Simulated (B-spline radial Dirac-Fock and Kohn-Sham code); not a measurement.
## The He-like isoelectronic sequence (2 electrons), Z = 2 to 18

Level of theory: multi-electron Dirac-Fock with separately optimised hole states, Breit and Lamb-shift corrections added in first order; a B-spline atomic structure program. Binding energies in eV, tabulated ground configurations (1s2 throughout). Correlation energy is missing from these numbers.

```
  ion  outermost level  NIST ionisation energy
   He       23.45 (1s)                24.58739
  Li⁺       74.46 (1s)                 75.6401
 Be²⁺       152.7 (1s)                153.8962
  B³⁺       258.2 (1s)                259.3744
  C⁴⁺       390.9 (1s)                392.0906
  N⁵⁺                ?                       ?
  O⁶⁺       738.1 (1s)                 739.327
  F⁷⁺       952.7 (1s)                953.8983
 Ne⁸⁺      1194.6 (1s)                1195.808
Mg¹⁰⁺      1760.5 (1s)                1761.805
Al¹¹⁺      2084.7 (1s)                2085.977
Si¹²⁺      2436.4 (1s)                2437.658
 P¹³⁺      2815.6 (1s)                2816.909
 S¹⁴⁺      3222.5 (1s)                3223.781
Cl¹⁵⁺      3657.0 (1s)                3658.344
Ar¹⁶⁺      4119.3 (1s)                4120.666
```

Task: Fill in the row of N⁵⁺.

Result: outermost 550.8 (1s), NIST 552.0674 eV.

NIST's values are for the lowest levels; a dash marks a value that is missing or belongs to another shell. Their kind here: measured, theoretical. 

Values without a named source are computed, but for edge energies of neutral atoms, which are taken from tables.
